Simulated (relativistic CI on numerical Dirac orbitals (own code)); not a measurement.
**Au4+: q coefficients and field-shift factors**

These numbers are calculated, not measured: Dirac-Coulomb-Breit CI, separate exchange-only KLI orbitals for each configuration, valence Slater integrals scaled by 0.85, P86 correlation energy added to each configuration, derivatives by finite differences, QED left out (own radial code, finite nucleus).

CI space (outside the closed core [Kr] 4d10 4f14): 5s2.5p6.5d7, 5s2.5p6.5d6.6s, 5s2.5p6.5d6.5f, 5s2.5p6.5d5.6s2, 5s2.5p6.5d6.6d, 5s2.5p5.5d8, 5s2.5p4.5d9, 5s.5p6.5d8. Levels of other configurations are missing.

With x = (α/α₀)² − 1 an excitation energy changes as ω = ω₀ + qx; K = 2q/ω₀ is the relative enhancement. Terms are leading LS components, so labels can repeat. The field-shift factor is F = δν/δ⟨r²⟩ for the transition from the lowest level.

Lowest level 5s2.5p6.5d7 4F_9/2.

```
                Level  ω₀ (cm⁻¹)  q (cm⁻¹)       K  F (GHz/fm²)
   5s2.5p6.5d7 2P_3/2     9732.0     -1199  -0.246         1.44
   5s2.5p6.5d7 4F_7/2    11240.3     11910    2.12         1.51
   5s2.5p6.5d7 4F_5/2    11361.9      3657   0.644         1.65
   5s2.5p6.5d7 4F_3/2    17882.6     12040    1.35         2.82
   5s2.5p6.5d7 4P_5/2    19224.7     11150    1.16         3.68
   5s2.5p6.5d7 2G_9/2    20819.1      9656   0.928         1.68
   5s2.5p6.5d7 4P_1/2    22418.4     10580   0.944         3.27
  5s2.5p6.5d7 2H_11/2    27988.2     10850   0.775         1.47
   5s2.5p6.5d7 2G_7/2    28177.8     13300   0.944         3.36
   5s2.5p6.5d7 4P_3/2    32126.4     21570    1.34         4.87
   5s2.5p6.5d7 2D_5/2    32296.3     19780    1.22         4.62
   5s2.5p6.5d7 2F_5/2    36801.1      7864   0.427         4.62
   5s2.5p6.5d7 2P_1/2    37197.3     23260    1.25         4.33
   5s2.5p6.5d7 2H_9/2    39652.4     22990    1.16         3.47
   5s2.5p6.5d7 2D_3/2    44702.3     20180   0.903         6.57
   5s2.5p6.5d7 2F_7/2    44901.3     18550   0.826          5.6
   5s2.5p6.5d7 2D_3/2    59146.0     24060   0.814         5.01
   5s2.5p6.5d7 2D_5/2    63204.7     20310   0.643         6.97
5s2.5p6.5d6.6s 6D_9/2    84198.1    -63540   -1.51          118
5s2.5p6.5d6.6s 6D_7/2    91099.8    -56480   -1.24          119
5s2.5p6.5d6.6s 6D_5/2    92134.7    -59540   -1.29          118
5s2.5p6.5d6.6s 6D_3/2    95109.2    -55350   -1.16          119
5s2.5p6.5d6.6s 6D_1/2    96764.7    -53340    -1.1          120
```

At this charge configurations can still be misplaced by up to about 7 % of their energy. Levels and lines within the n = 5 or 6 shells can be off by up to 10 % or somewhat more, and those that change n by about 2 %, since core polarisation is missing.
